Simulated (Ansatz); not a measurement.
C₂H₆Cl₄Ga₂, SMILES `[CH3][Ga@-]1([Cl])[Cl+][Ga@@-]([CH3])([Cl])[Cl+]1`, relaxed with RKS PBE0-D4/def2-TZVP in Ansatz 0.2.0 from a GFN2-xTB geometry. The force threshold is 0.005 eV/Å; the program also tests the step.

The species carries charge 0 and has multiplicity 1.

Start:

```xyz
14

C     1.307    0.233    2.139
Ga   -0.408   -0.763    1.724
Cl   -1.583   -1.893    3.019
Cl   -0.046   -1.948   -0.240
Ga   -1.177   -0.351   -1.486
C     0.214    0.832   -2.367
Cl   -2.858   -1.217   -2.355
Cl   -1.763    0.676    0.511
H     2.037   -0.438    2.599
H     1.116    1.048    2.841
H     1.741    0.650    1.229
H     0.709    0.303   -3.184
H    -0.258    1.724   -2.785
H     0.969    1.144   -1.644
```

```csv
step,energy (eV),largest force (eV/Å),largest move (Å)
1,-156996.1888,1.961,0.000
2,-156996.3652,0.434,0.083
3,-156996.3831,0.043,0.040
4,-156996.3843,0.013,0.018
5,-156996.3848,0.026,0.025
6,-156996.3853,0.024,0.039
7,-156996.3861,0.044,0.078
8,-156996.3868,0.078,0.060
9,-156996.3877,0.110,0.060
10 (rejected),-156996.3861,0.153,0.103
11,-156996.3888,0.073,0.050
12 (rejected),-156996.3873,0.073,0.096
13,-156996.3899,0.020,0.047
14,-156996.3902,0.036,0.049
15,-156996.3904,0.051,0.034
16,-156996.3907,0.060,0.041
17,-156996.3910,0.058,0.043
18,-156996.3912,0.037,0.025
19,-156996.3914,0.018,0.026
20,-156996.3915,0.020,0.017
21,-156996.3915,0.013,0.004
22,-156996.3915,0.003,0.002
```

End:

```xyz
14

C     1.312    0.143    2.526
Ga   -0.258   -0.652    1.698
Cl   -1.728   -1.884    2.646
Cl    0.318   -1.749   -0.299
Ga   -1.024   -0.243   -1.506
C     0.056    0.812   -2.731
Cl   -2.829   -1.296   -1.962
Cl   -1.454    0.956    0.469
H     1.952   -0.642    2.930
H     1.006    0.801    3.340
H     1.870    0.719    1.789
H     0.403    0.183   -3.552
H    -0.541    1.627   -3.141
H     0.918    1.225   -2.207
```

It took 58 s on 2 threads of an AMD EPYC 7R13 on a shared host and a share of an NVIDIA H100 80 GB, with 1.2 GiB of host memory at the peak.
